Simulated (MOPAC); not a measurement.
Input for MOPAC: PM7 on AlNi, 2S+1 = 4, a spin state set in the input, which need not be the lowest, a point of a bond scan (R = 2.138 Å).

```
PM7 1SCF PRECISE CHARGE=0 UHF MS=1.5 THREADS=1
AlNi

Ni     0.00000000 1     0.00000000 1     0.00000000 1
Al     0.00000000 1     0.00000000 1     2.13791500 1
```

It printed:

```
*******************************************************************************
 **                                                                           **
 **                              MOPAC v23.2.5                                **
 **                                                                           **
 *******************************************************************************
 ** MOPAC's Digital Object Identifier: https://doi.org/10.5281/zenodo.6511958 **
 **                                                                           **
 ** Please cite the open-source release paper for use of this MOPAC version:  **
 ** J. E. Moussa and J. J. P. Stewart (2026)                                  **
 ** MOPAC: An open-source semiempirical molecular orbital program             **
 ** J. Open Source Softw., 11(119), 8025, https://doi.org/10.21105/joss.08025 **
 *******************************************************************************

                              PM7 CALCULATION RESULTS

 *******************************************************************************
 *  PM7        - The PM7 Hamiltonian to be used
 *  UHF        - UNRESTRICTED HARTREE-FOCK CALCULATION
 *
 *
 *
 *                 CHARGE ON SYSTEM = 0
 *
 *
 *
 *  MS=        - IN MECI, MAGNETIC COMPONENT OF SPIN =  1.5
 *  PRECISE    - TIGHTER CRITERIA TO BE USED
 *  1SCF       - DO 1 SCF AND THEN STOP
 *  THREADS=1  - MULTI-THREADING NOT USED
 *  T=         - A TIME OF 172800.0 SECONDS REQUESTED
 *  DUMP=N     - RESTART FILE WRITTEN EVERY 7200.0 SECONDS REQUESTED
 *******************************************************************************
PM7 1SCF PRECISE CHARGE=0 UHF MS=1.5 THREADS=1
 AlNi

   ATOM   CHEMICAL          X               Y               Z
  NUMBER   SYMBOL      (ANGSTROMS)     (ANGSTROMS)     (ANGSTROMS)

     1      Ni          0.00000000  *   0.00000000  *   0.00000000  *
     2      Al          0.00000000  *   0.00000000  *   2.13791500  *



          CARTESIAN COORDINATES

    NO.       ATOM           X           Y           Z

     1        Ni          0.0000      0.0000      0.0000
     2        Al          0.0000      0.0000      2.1379

 General Reference for PM7:
 "Optimization of Parameters for Semiempirical Methods VI: More Modifications to the
 NDDO Approximations and Re-optimization of Parameters", J. J. P. Stewart, J. Mol. Mod., 1:32, 19 (2013)
 https://link.springer.com/article/10.1007/s00894-012-1667-x

           Empirical Formula: Ni Al  =     2 atoms



      MOLECULAR POINT GROUP   :   C*v


          UHF CALCULATION, NO. OF ALPHA ELECTRONS =    8
                           NO. OF BETA  ELECTRONS =    5

 -------------------------------------------------------------------------------
 PM7 1SCF PRECISE CHARGE=0 UHF MS=1.5 THREADS=1
 AlNi



     1SCF WAS SPECIFIED, SO BFGS WAS NOT USED
     SCF FIELD WAS ACHIEVED


                              PM7 CALCULATION
                                                       MOPAC v23.2.5 Linux




          FINAL HEAT OF FORMATION =        285.22200 KCAL/MOL =    1193.36884 KJ/MOL


          COSMO AREA              =         89.31 SQUARE ANGSTROMS
          COSMO VOLUME            =         75.34 CUBIC ANGSTROMS

          IONIZATION POTENTIAL    =          6.230628 EV
          ALPHA SOMO LUMO (EV)    =         -6.231 -1.200
          BETA  SOMO LUMO (EV)    =         -8.670 -2.283
          NO. OF ALPHA ELECTRONS  =          8
          NO. OF BETA  ELECTRONS  =          5
          MOLECULAR WEIGHT        =         85.6915         POINT GROUP:  C*v

          MOLECULAR DIMENSIONS (Angstroms)

            Atom       Atom       Distance
           Al     2   Ni     1     2.13792
           Al     2   Ni     1     0.00000
           Ni     1   Al     2     0.00000


          SCF CALCULATIONS        =          1





   ATOM   CHEMICAL          X               Y               Z
  NUMBER   SYMBOL      (ANGSTROMS)     (ANGSTROMS)     (ANGSTROMS)

     1      Ni          0.00000000  *   0.00000000  *   0.00000000  *
     2      Al          0.00000000  *   0.00000000  *   2.13791500  *

                             CARTESIAN COORDINATES

   1   Ni        0.000000000     0.000000000     0.000000000
   2   Al        0.000000000     0.000000000     2.137915000


           Empirical Formula: Ni Al  =     2 atoms



      MOLECULAR POINT GROUP   :   C*v


          ALPHA EIGENVALUES
 -13.75760 -10.37081 -10.29532  -9.97964  -9.92664  -9.91619  -9.55581  -6.23063
  -1.20024   3.73553  19.20768  19.33727  20.10677  25.49160  25.50987  31.86269
  31.92361  32.98496


           BETA EIGENVALUES
 -12.88712  -9.35687  -9.32310  -9.32248  -8.67005  -2.28327  -2.23891  -0.53597
   1.13451   4.58326  20.05126  20.52833  21.00823  26.50808  26.55252  32.56606
  33.06029  33.70879


              NET ATOMIC CHARGES AND DIPOLE CONTRIBUTIONS

  ATOM NO.   TYPE          CHARGE      No. of ELECS.   s-Pop       p-Pop       d-Pop
    1         Ni           0.662106        9.3379     1.29503     0.04306     7.99980
    2         Al          -0.662106        3.6621     1.89934     1.71487     0.04790
 DIPOLE           X         Y         Z       TOTAL
 POINT-CHG.     0.000     0.000    -6.799     6.799
 HYBRID        -0.000    -0.000    -2.806     2.806
 SUM           -0.000    -0.000    -9.605     9.605


          ATOMIC ORBITAL ELECTRON POPULATIONS

     Atom    s        px        py        pz      x^2-y^2     xz        z^2       yz        xy
    1 Ni   1.29503   0.01677   0.00011   0.02618   1.99972   1.99982   1.00045   1.99981   1.00000
    2 Al   1.89934   0.98191   0.00003   0.73293   0.00270   0.00150   0.04364   0.00006   0.00000


                    (SZ)    =    1.500000
                    (S**2)  =    3.758956


          ATOMIC ORBITAL SPIN POPULATIONS

    Atom   Total    s     px     py     pz   x^2-y^2  xz     z^2    yz     xy
         Atomic
    1 Ni  2.0318  0.016  0.017  0.000 -0.001  0.000 -0.000  0.999 -0.000  1.000
    2 Al  0.9682  0.013  0.982 -0.000 -0.028 -0.000  0.001  0.000 -0.000  0.000

 **********************
 *                    *
 * JOB ENDED NORMALLY *
 *                    *
 **********************




 == MOPAC DONE ==
```

The run finished.

Cost: around 0.03 core-seconds (rough).
